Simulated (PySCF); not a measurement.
H3GeIMg (SMILES [GeH3][Mg][I]), singlet, at a GFN2-xTB geometry (such geometries of metal compounds can be far from the true shape) (all electrons, no relativity), with bond 4-3 at 2.4 times its length.

PySCF was given this input:
```python
from pyscf import gto, scf, mcscf
import numpy

mol = gto.M(
    atom='''
Mg    0.332894    0.276842    0.800769
I    -0.401922    1.172508   -1.537443
Ge    0.494629   -1.813545    2.032260
H     2.339504   -4.352143    0.176191
H     1.056271   -2.037188    3.413069
H    -0.840613   -2.523101    2.170984
''',
    basis='sto-3g',
    charge=0,
    spin=0,
    verbose=4,
)

mf = scf.RHF(mol)
mf.kernel()
mc = mcscf.CASSCF(mf, 6, 4)
mc.kernel()
occ = numpy.linalg.eigvalsh(mc.fcisolver.make_rdm1(mc.ci, mc.ncas, mc.nelecas))[::-1]
ss = mc.fcisolver.spin_square(mc.ci, mc.ncas, mc.nelecas)[0]
print('natural occupations', occ.round(4), ' <S^2>', round(ss, 4))
```

**Question.** Predict the total energy from CASSCF(4,6)/STO-3G run with PySCF.

**Answer.** -9101.2771 Eh

**Question.** What is the computed number of basis functions (CASSCF(4,6)/STO-3G)?

**Answer.** 57

**Question.** What SCF-reference dipole moment does CASSCF(4,6)/STO-3G give?

**Answer.** 7.38 D

**Question.** Give the nuclear repulsion energy at the level CASSCF(4,6)/STO-3G.

**Answer.** 448.6901 Eh

**Question.** What SCF-reference HOMO energy does CASSCF(4,6)/STO-3G give?

**Answer.** -2.79 eV

**Question.** Predict the natural occupations of the active orbitals from CASSCF(4,6)/STO-3G.

**Answer.** 1.98, 1.13, 0.87, 0.02, 0.00, 0.00
